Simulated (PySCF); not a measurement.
**A series of derivatives of [SiH3]Cl**

Parent skeleton `[SiH3:1][Cl:2]`; one hydrogen on atom 1 is replaced by X. Hydrogens on one atom are averaged.

How the numbers were obtained: σ from GIAO-PBE0/pcSseg-1, geometry: GFN2-xTB, in PySCF 2.14 (averaged over atoms made equivalent by symmetry, fast rotation or ring inversion, non-relativistic, no solvent, single conformer).

References, each an isolated molecule treated in the same way: $^{29}$Si (349.16 ppm), $^{1}$H (31.72 ppm) against TMS; $^{35}$Cl (949.78 ppm) vs HCl.

Parent (X = H): Si1 -41.4, Cl2 -110.5, H(Si1) 5.02 ppm. Effects are Δδ = δ(X) − δ(H), positive for deshielding.

(1) Order these by the shift of Si1, most shielded first.
A. X = isopropenyl
B. X = CH2CN
C. X = 2-furyl
D. X = propynyl

(2) Order these by the shift of Cl2, most shielded first.
A. X = 2-furyl
B. X = propynyl
C. X = CH2CN

## Answers

(1) D (-6.1 ppm), C (+7.5 ppm), A (+23.2 ppm), B (+26.1 ppm).

(2) A (+23.3 ppm), C (+52.2 ppm), B (+70.1 ppm).
